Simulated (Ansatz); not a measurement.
Reactions of C2H8B2O, SMILES `BB(C)OC`.

Program: Ansatz. Geometries: PBE0-D4/def2-TZVP. ΔE: electronic, gas phase. CCSD(T)/CBS adds triple-zeta CCSD(T) − MP2 to the extrapolated MP2 energy (def2 sets, frozen cores). This one scheme is used for every species. DFT in def2-TZVPP. Elements past krypton have def2 core potentials. For Sn outer-core shells are correlated without core-valence functions, which leaves a few kJ/mol of doubt a bond. One conformer a species, not always the lowest.

| reaction | r2SCAN-D4 (kJ/mol) | CCSD/CBS(def2) (kJ/mol) | ωB97X-V (kJ/mol) | PBE-D4 (kJ/mol) |
| --- | --- | --- | --- | --- |
| `BB(C)OC` + `FC([SiH3])S` → `BSC(F)[SiH3]` + `CBOC` | -128 | -124 | -122 | -127 |
| `BB(C)OC` + `C=[CH][SnH3]` → `B[C](=C)[SnH3]` + `CBOC` | -54 | -56 | -53 | -53 |
| `BB(C)OC` + `B[NH][AlH2]` → `BNB` + `CO[B](C)[AlH2]` | -3 | -2 | -4 | -15 |
| `BB(C)OC` + `CCl` → `BB(C)CCl` + CH₃OH | 121 | 123 | 123 | 117 |
| `BB(C)OC` + `COCS` → `COB(C)S` + `BCOC` | -143 | -141 | -139 | -135 |

(1) Give the CCSD(T)/CBS values in the same order. (Best estimate.)

Largest T1 diagnostic: 0.014, for `BSC(F)[SiH3]`.

## Answers

(1) Ansatz gave: -127, -57, -4, 123, -141 kJ/mol.
